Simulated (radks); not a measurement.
Values are calculated unless marked as measured or tabulated.
Q: All-electron atom: W IV in [Xe] 4f14 5d3 (the NIST ground configuration). Code: a radial shooting solver on a logarithmic mesh with Libxc functionals. Model: scalar-relativistic Kohn-Sham, SCAN, spin-unpolarised, spherical densities, finite nucleus; meta-GGA in the generalised Kohn-Sham scheme; Fermi nuclear charge, rms radius 5.3658 fm. Some entries of the table are withheld. Estimate them.

| orbital | occ. | eigenvalue (eV) | <r> (bohr) |
|---|---|---|---|
| 1s | 2 | -69589.63 | (1) |
| 2s | 2 | -12061.63 | 0.07753 |
| 2p | 6 | -10549.19 | 0.06943 |
| 3s | 2 | -2811.947 | 0.2008 |
| 3p | 6 | -2361.204 | 0.2012 |
| 3d | 10 | (2) | (3) |
| 4s | 2 | -608.7420 | 0.4494 |
| 4p | 6 | -460.2093 | 0.4776 |
| 4d | 10 | -271.2808 | 0.5113 |
| 5s | 2 | -109.2941 | 1.064 |
| 5p | 6 | -72.6173 | 1.236 |
| 4f | 14 | -62.8109 | (4) |
| 5d | 3 | (5) | 1.747 |

A: 
(1) 1s <r> (bohr): 0.01835
(2) 3d eigenvalue (eV): -1841.866
(3) 3d <r> (bohr): 0.1825
(4) 4f <r> (bohr): 0.6060
(5) 5d eigenvalue (eV): -31.0091
